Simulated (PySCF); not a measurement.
Computed with PBE0-D3(BJ)/def2-TZVP (PySCF 2.14.0). Gas-phase values, no solvent. Excitations are Tamm–Dancoff values on a coarser integration grid. The basis has no diffuse functions, so Rydberg states are missing or too high.

Reference species (SMILES): `[H]/N=C\C` (neutral, multiplicity 1).

```
Property                                       Result
-------------------------------------------  --------
HOMO                                         -7.56 eV
brightest of the four lowest singlets (TDA)   8.30 eV
HOMO–LUMO gap                                 7.60 eV
```

Changed species: `C=NC`.

Predict the effect on the HOMO, brightest of the four lowest singlets (TDA) and HOMO–LUMO gap.

the HOMO rises by 0.21 eV, to -7.35 eV; the brightest of the four lowest singlets (TDA) falls by 0.02 eV, to 8.28 eV; the HOMO–LUMO gap decreases by 0.51 eV, to 7.09 eV.
